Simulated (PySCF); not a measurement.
Correlation energy of Ge⁺ (germanium, charge +1)

[Ar] 3d10 4s2 4p1, 2P determinant. Computed with PySCF 2.14 in def2-QZVPPD, with no relativity, point nucleus. Frozen: [Ar] 3d10; 3 electrons correlated.

MP2 pair energies summed by pair of shells (mhartree):

```csv
pair,energy,share (%)
4s-4s,-22.24,55.9
4s-4p,-17.57,44.1
```

Total MP2 correlation energy: -39.81 mhartree.

Same-spin part -2.62 and opposite-spin part -37.19 mhartree; SCS-MP2 scales them by 1/3 and 6/5 to -45.50 mhartree.
